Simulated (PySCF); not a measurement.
**Orbital picture of KSr⁺**

PBE at R = 4.289 Å; basis K def2-SVPD, Sr def2-SVPD with ECP28; scalar-relativistic core potentials; PySCF 2.14. State: ¹Σ⁺ (singlet), closed shell. Only the outer orbitals are listed, counted within each symmetry, core potentials removing the inner ones.

| orbital | occ. | ε (eV) | on K (%) | main shells (%) |
| --- | --- | --- | --- | --- |
| 5σ | 2 | -39.75 | 100 | 100 K s |
| 2π | 2 | -26.93 | 0 | 100 Sr p |
| 2π | 2 | -26.93 | 0 | 100 Sr p |
| 6σ | 2 | -26.85 | 0 | 100 Sr p |
| 3π | 2 | -23.53 | 100 | 100 K p |
| 3π | 2 | -23.53 | 100 | 100 K p |
| 7σ | 2 | -23.49 | 100 | 100 K p |
| 8σ | 2 | -7.14 | 21 | 77 Sr s, 15 K s |
| 9σ | 0 | -5.56 | 58 | 58 K s, 19 Sr s, 13 Sr d |
| 4π | 0 | -4.98 | 11 | 78 Sr d, 11 Sr p, 8 K p |
| 4π | 0 | -4.98 | 11 | 78 Sr d, 11 Sr p, 8 K p |

Problem. Which are the highest filled and the lowest empty level, where do they sit, and how wide is the gap?

Solution. Highest filled 8σ at -7.14 eV (in %: 77 Sr s, 15 K s); lowest empty 9σ at -5.56 eV (in %: 58 K s, 19 Sr s, 13 Sr d); the gap at PBE is 1.58 eV.

- bond order (Mayer): 0.66
- ⟨S²⟩: 0.000
- charge on K (Mulliken, basis-dependent): 0.59
- charge on K (Löwdin, basis-dependent): 0.46
- dipole moment (positive dipole points towards Sr; it is taken about the centre of mass and depends on that origin): -6.11 D
- polarisability along the bond: 276.4 bohr³
- polarisability across the bond: 152.8 bohr³

Closed-shell solutions of metal pairs were not tested for spin polarisation, which can lower them a little.
